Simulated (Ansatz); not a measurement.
Born–Oppenheimer molecular dynamics of a periodic cell of 16 atoms, HF (contents 8 HF, density as packed 0.98 g/cm³ with natural masses). It starts from a partly relaxed structure (largest force component 0.27 eV/Å).

Method: DFT PBE-D3(BJ), scalar-relativistic, plane waves, PAW (Ansatz 0.2.0). Settings: accuracy low, cutoff 420 eV, k mesh 1x1x1, fermi-dirac smearing 0.02 eV, no spin polarisation.

- ensemble: NVT, Langevin thermostat
- time step: 0.75 fs
- steps asked: 300
- set temperature: 250 K
- friction: 0.02 /fs
- seed: 744913

Frames 0.75 fs apart, positions in Å, forces in eV/Å.

Velocities at 45.0 fs (Å/ps):

```
F -2.64 3.26 -0.85
H -12.21 14.16 -8.13
F -1.96 -3.94 -2.93
H -7.48 26.92 8.56
F 3.01 -3.37 2.26
H -6.58 -19.76 -24.30
F 4.06 -2.21 2.08
H 4.64 6.77 -2.32
F -0.92 4.86 1.80
H 11.58 9.90 3.40
F 2.23 -1.10 -0.72
H 9.65 -15.94 10.25
F -3.33 -0.06 2.73
H 7.65 2.54 16.97
F -1.26 0.41 2.95
H -1.52 -20.94 16.94
```

```xyz
16
Lattice="6.4792 0.0000 0.0000 0.0000 6.4792 0.0000 0.0000 0.0000 6.4792" Properties=species:S:1:pos:R:3:forces:R:3 time_fs=45.0 energy_less_start_eV=0.285 T=181
F 4.574 2.457 3.003 0.10 0.05 0.27
H 3.643 2.261 2.880 -0.09 -0.10 -0.11
F 5.986 5.060 1.335 0.33 -0.46 -0.97
H 6.392 4.527 0.608 -0.33 0.43 0.74
F 1.063 3.375 6.930 0.07 1.24 1.25
H 1.016 2.838 6.169 -0.05 -1.21 -1.38
F 3.565 5.793 5.052 -0.02 -0.33 -0.18
H 3.905 4.888 5.029 -0.08 0.68 0.25
F 0.882 1.734 5.145 0.05 -0.30 -0.20
H 1.413 1.687 4.342 -0.18 0.18 0.20
F 4.638 3.544 5.296 -0.08 -0.41 -0.28
H 4.576 3.013 4.482 0.37 0.19 0.09
F 0.718 4.105 3.176 0.21 -0.12 -0.71
H 0.260 4.455 2.351 -0.08 0.17 0.81
F 2.092 2.131 2.966 0.01 0.24 -0.45
H 1.625 2.991 2.732 -0.22 -0.24 0.69
16
Lattice="6.4792 0.0000 0.0000 0.0000 6.4792 0.0000 0.0000 0.0000 6.4792" Properties=species:S:1:pos:R:3:forces:R:3 time_fs=45.8 energy_less_start_eV=0.223 T=206
F 4.571 2.459 3.003 -0.12 -0.01 0.22
H 3.635 2.272 2.874 0.17 -0.06 -0.07
F 5.984 5.057 1.333 -0.02 0.02 -0.40
H 6.385 4.546 0.617 -0.02 -0.01 0.16
F 1.065 3.373 6.932 0.03 0.53 0.26
H 1.012 2.822 6.148 0.01 -0.49 -0.36
F 3.567 5.791 5.054 -0.11 -0.09 -0.18
H 3.909 4.894 5.027 -0.01 0.44 0.24
F 0.881 1.738 5.147 0.12 -0.31 -0.33
H 1.422 1.696 4.344 -0.26 0.17 0.32
F 4.639 3.543 5.296 -0.05 -0.36 -0.15
H 4.586 3.002 4.492 0.33 0.16 -0.03
F 0.715 4.105 3.178 0.32 -0.19 -0.39
H 0.264 4.457 2.366 -0.18 0.21 0.53
F 2.092 2.131 2.969 0.21 -0.21 -0.29
H 1.625 2.974 2.745 -0.43 0.21 0.47
16
Lattice="6.4792 0.0000 0.0000 0.0000 6.4792 0.0000 0.0000 0.0000 6.4792" Properties=species:S:1:pos:R:3:forces:R:3 time_fs=46.5 energy_less_start_eV=0.228 T=211
F 4.569 2.462 3.003 -0.28 -0.06 0.16
H 3.628 2.282 2.867 0.38 -0.02 -0.02
F 5.982 5.055 1.331 -0.46 0.58 0.32
H 6.376 4.564 0.627 0.39 -0.53 -0.56
F 1.068 3.371 6.933 -0.01 -0.05 -0.54
H 1.011 2.803 6.128 0.07 0.10 0.48
F 3.570 5.788 5.054 -0.21 0.20 -0.17
H 3.914 4.900 5.026 0.08 0.15 0.22
F 0.880 1.741 5.149 0.18 -0.33 -0.43
H 1.430 1.706 4.348 -0.32 0.16 0.40
F 4.641 3.542 5.295 -0.01 -0.27 0.05
H 4.600 2.992 4.504 0.28 0.07 -0.21
F 0.712 4.105 3.180 0.46 -0.29 0.01
H 0.266 4.461 2.385 -0.33 0.29 0.16
F 2.091 2.132 2.970 0.45 -0.72 -0.12
H 1.623 2.956 2.759 -0.67 0.71 0.24
16
Lattice="6.4792 0.0000 0.0000 0.0000 6.4792 0.0000 0.0000 0.0000 6.4792" Properties=species:S:1:pos:R:3:forces:R:3 time_fs=47.2 energy_less_start_eV=0.283 T=198
F 4.566 2.465 3.003 -0.42 -0.10 0.10
H 3.621 2.293 2.860 0.57 0.01 0.02
F 5.980 5.053 1.329 -0.85 1.06 0.97
H 6.369 4.580 0.634 0.76 -0.98 -1.19
F 1.070 3.369 6.935 -0.04 -0.48 -1.11
H 1.011 2.783 6.112 0.12 0.54 1.09
F 3.573 5.785 5.055 -0.36 0.62 -0.16
H 3.918 4.909 5.026 0.23 -0.27 0.19
F 0.879 1.744 5.150 0.19 -0.34 -0.46
H 1.438 1.715 4.354 -0.33 0.15 0.41
F 4.642 3.541 5.294 0.03 -0.17 0.25
H 4.615 2.979 4.517 0.22 -0.01 -0.38
F 0.709 4.105 3.182 0.66 -0.45 0.49
H 0.265 4.466 2.407 -0.53 0.42 -0.30
F 2.090 2.131 2.971 0.61 -1.07 0.01
H 1.617 2.942 2.772 -0.85 1.07 0.06
16
Lattice="6.4792 0.0000 0.0000 0.0000 6.4792 0.0000 0.0000 0.0000 6.4792" Properties=species:S:1:pos:R:3:forces:R:3 time_fs=48.0 energy_less_start_eV=0.337 T=165
F 4.564 2.469 3.003 -0.46 -0.13 0.06
H 3.617 2.304 2.853 0.64 0.02 0.05
F 5.978 5.052 1.327 -1.04 1.28 1.28
H 6.365 4.590 0.633 0.94 -1.20 -1.47
F 1.072 3.367 6.936 -0.07 -0.75 -1.46
H 1.011 2.765 6.101 0.15 0.84 1.47
F 3.575 5.783 5.056 -0.52 1.02 -0.14
H 3.925 4.917 5.028 0.37 -0.67 0.16
F 0.878 1.747 5.152 0.17 -0.35 -0.45
H 1.444 1.724 4.361 -0.30 0.13 0.36
F 4.643 3.539 5.293 0.06 -0.11 0.39
H 4.630 2.966 4.529 0.18 -0.06 -0.50
F 0.706 4.105 3.184 0.86 -0.62 0.91
H 0.262 4.473 2.428 -0.72 0.56 -0.73
F 2.088 2.131 2.972 0.62 -1.15 0.07
H 1.604 2.935 2.785 -0.88 1.17 -0.02
16
Lattice="6.4792 0.0000 0.0000 0.0000 6.4792 0.0000 0.0000 0.0000 6.4792" Properties=species:S:1:pos:R:3:forces:R:3 time_fs=48.8 energy_less_start_eV=0.340 T=164
F 4.561 2.472 3.002 -0.34 -0.12 0.06
H 3.617 2.313 2.848 0.54 0.00 0.05
F 5.976 5.051 1.326 -0.97 1.18 1.13
H 6.366 4.595 0.625 0.88 -1.10 -1.26
F 1.075 3.365 6.938 -0.09 -0.85 -1.58
H 1.011 2.752 6.100 0.16 0.97 1.62
F 3.577 5.780 5.056 -0.58 1.19 -0.13
H 3.935 4.921 5.030 0.42 -0.83 0.14
F 0.877 1.750 5.154 0.12 -0.36 -0.40
H 1.451 1.734 4.370 -0.25 0.11 0.28
F 4.644 3.538 5.292 0.09 -0.16 0.38
H 4.644 2.950 4.539 0.14 0.00 -0.48
F 0.704 4.104 3.186 0.94 -0.70 1.10
H 0.254 4.484 2.445 -0.80 0.61 -0.95
F 2.087 2.130 2.973 0.49 -0.97 0.07
H 1.589 2.934 2.796 -0.76 1.02 -0.02
16
Lattice="6.4792 0.0000 0.0000 0.0000 6.4792 0.0000 0.0000 0.0000 6.4792" Properties=species:S:1:pos:R:3:forces:R:3 time_fs=49.5 energy_less_start_eV=0.293 T=191
F 4.558 2.475 3.001 -0.09 -0.10 0.08
H 3.620 2.321 2.842 0.30 -0.03 0.03
F 5.973 5.050 1.325 -0.65 0.81 0.56
H 6.373 4.593 0.610 0.58 -0.74 -0.62
F 1.077 3.363 6.938 -0.10 -0.81 -1.53
H 1.013 2.744 6.106 0.16 0.98 1.58
F 3.579 5.778 5.056 -0.54 1.10 -0.13
H 3.947 4.922 5.033 0.38 -0.75 0.13
F 0.876 1.754 5.157 0.08 -0.36 -0.33
H 1.457 1.747 4.379 -0.19 0.08 0.17
F 4.645 3.537 5.291 0.12 -0.33 0.22
H 4.658 2.932 4.545 0.09 0.19 -0.31
F 0.701 4.104 3.188 0.87 -0.64 1.01
H 0.240 4.499 2.457 -0.72 0.52 -0.91
F 2.086 2.130 2.974 0.25 -0.61 0.03
H 1.572 2.940 2.806 -0.54 0.70 0.03
16
Lattice="6.4792 0.0000 0.0000 0.0000 6.4792 0.0000 0.0000 0.0000 6.4792" Properties=species:S:1:pos:R:3:forces:R:3 time_fs=50.2 energy_less_start_eV=0.236 T=222
F 4.555 2.478 3.000 0.23 -0.06 0.13
H 3.624 2.330 2.837 -0.01 -0.08 0.00
F 5.971 5.049 1.323 -0.23 0.36 -0.13
H 6.383 4.589 0.590 0.21 -0.32 0.16
F 1.079 3.361 6.939 -0.10 -0.62 -1.31
H 1.019 2.742 6.119 0.13 0.85 1.36
F 3.581 5.777 5.056 -0.41 0.81 -0.14
H 3.961 4.918 5.037 0.24 -0.47 0.12
F 0.876 1.756 5.159 0.04 -0.36 -0.28
H 1.460 1.759 4.386 -0.13 0.04 0.07
F 4.647 3.537 5.290 0.17 -0.57 -0.01
H 4.671 2.913 4.549 0.04 0.44 -0.08
F 0.699 4.103 3.191 0.62 -0.45 0.65
H 0.223 4.517 2.463 -0.47 0.29 -0.62
F 2.085 2.131 2.975 -0.04 -0.18 -0.02
H 1.551 2.949 2.819 -0.27 0.32 0.10
16
Lattice="6.4792 0.0000 0.0000 0.0000 6.4792 0.0000 0.0000 0.0000 6.4792" Properties=species:S:1:pos:R:3:forces:R:3 time_fs=51.0 energy_less_start_eV=0.212 T=244
F 4.553 2.480 2.999 0.53 -0.02 0.18
H 3.627 2.339 2.833 -0.32 -0.12 -0.03
F 5.968 5.049 1.322 0.15 -0.04 -0.74
H 6.395 4.585 0.571 -0.13 0.05 0.87
F 1.081 3.358 6.939 -0.09 -0.29 -0.91
H 1.027 2.745 6.140 0.08 0.57 0.95
F 3.582 5.775 5.055 -0.22 0.39 -0.14
H 3.976 4.912 5.040 0.04 -0.06 0.11
F 0.875 1.760 5.162 0.00 -0.36 -0.23
H 1.460 1.772 4.392 -0.07 0.01 -0.01
F 4.648 3.536 5.290 0.21 -0.77 -0.19
H 4.684 2.897 4.552 -0.01 0.66 0.11
F 0.697 4.102 3.194 0.32 -0.20 0.22
H 0.202 4.537 2.466 -0.16 -0.01 -0.28
F 2.084 2.132 2.976 -0.36 0.26 -0.06
H 1.524 2.960 2.834 0.04 -0.05 0.15
16
Lattice="6.4792 0.0000 0.0000 0.0000 6.4792 0.0000 0.0000 0.0000 6.4792" Properties=species:S:1:pos:R:3:forces:R:3 time_fs=51.8 energy_less_start_eV=0.233 T=250
F 4.552 2.482 2.998 0.81 0.01 0.22
H 3.630 2.347 2.833 -0.62 -0.15 -0.07
F 5.966 5.050 1.321 0.43 -0.31 -1.11
H 6.407 4.581 0.557 -0.37 0.28 1.33
F 1.085 3.355 6.940 -0.06 0.19 -0.29
H 1.037 2.750 6.165 0.02 0.13 0.34
F 3.583 5.774 5.055 -0.01 -0.04 -0.14
H 3.991 4.905 5.042 -0.18 0.36 0.10
F 0.875 1.763 5.164 -0.03 -0.36 -0.19
H 1.460 1.787 4.396 -0.01 -0.04 -0.08
F 4.651 3.535 5.289 0.25 -0.88 -0.28
H 4.695 2.887 4.554 -0.05 0.78 0.20
F 0.694 4.101 3.198 0.04 0.02 -0.13
H 0.180 4.555 2.470 0.11 -0.27 -0.02
F 2.084 2.133 2.977 -0.68 0.68 -0.08
H 1.496 2.972 2.849 0.35 -0.39 0.18
16
Lattice="6.4792 0.0000 0.0000 0.0000 6.4792 0.0000 0.0000 0.0000 6.4792" Properties=species:S:1:pos:R:3:forces:R:3 time_fs=52.5 energy_less_start_eV=0.286 T=225
F 4.551 2.483 2.998 0.96 0.03 0.24
H 3.631 2.354 2.832 -0.78 -0.17 -0.07
F 5.965 5.049 1.318 0.56 -0.42 -1.21
H 6.417 4.580 0.552 -0.47 0.36 1.52
F 1.088 3.352 6.941 -0.01 0.82 0.51
H 1.049 2.755 6.193 -0.05 -0.46 -0.44
F 3.583 5.772 5.055 0.13 -0.29 -0.14
H 4.005 4.902 5.044 -0.33 0.60 0.10
F 0.875 1.766 5.165 -0.03 -0.35 -0.18
H 1.459 1.804 4.398 0.01 -0.09 -0.11
F 4.652 3.534 5.288 0.28 -0.93 -0.31
H 4.706 2.881 4.555 -0.09 0.83 0.23
F 0.692 4.101 3.203 -0.19 0.20 -0.39
H 0.158 4.572 2.477 0.36 -0.51 0.16
F 2.084 2.135 2.979 -0.93 0.97 -0.07
H 1.469 2.983 2.866 0.58 -0.61 0.17
16
Lattice="6.4792 0.0000 0.0000 0.0000 6.4792 0.0000 0.0000 0.0000 6.4792" Properties=species:S:1:pos:R:3:forces:R:3 time_fs=53.2 energy_less_start_eV=0.341 T=190
F 4.550 2.484 2.997 0.81 0.00 0.20
H 3.627 2.358 2.829 -0.64 -0.15 -0.03
F 5.963 5.049 1.316 0.59 -0.43 -1.15
H 6.424 4.580 0.554 -0.50 0.36 1.53
F 1.091 3.350 6.941 0.03 1.43 1.26
H 1.062 2.756 6.219 -0.10 -1.04 -1.17
F 3.583 5.770 5.055 0.16 -0.32 -0.14
H 4.015 4.904 5.044 -0.36 0.62 0.09
F 0.875 1.769 5.166 -0.02 -0.34 -0.19
H 1.458 1.823 4.399 0.02 -0.15 -0.11
F 4.654 3.532 5.286 0.29 -0.91 -0.28
H 4.713 2.879 4.554 -0.11 0.82 0.21
F 0.690 4.100 3.208 -0.39 0.35 -0.54
H 0.137 4.585 2.487 0.56 -0.69 0.26
F 2.083 2.136 2.981 -1.07 1.11 -0.04
H 1.448 2.988 2.885 0.72 -0.67 0.10
```

Of the whole run (225 fs, mean temperature of the second half 245 K): A run of 0.23 ps of so small a system gives no equilibrium averages. Limits of this set-up: coarse k mesh, low accuracy level.

Run time: 5.9 min on 1 thread of Arm Neoverse V1, on a shared host, peak memory 0.32 GiB.
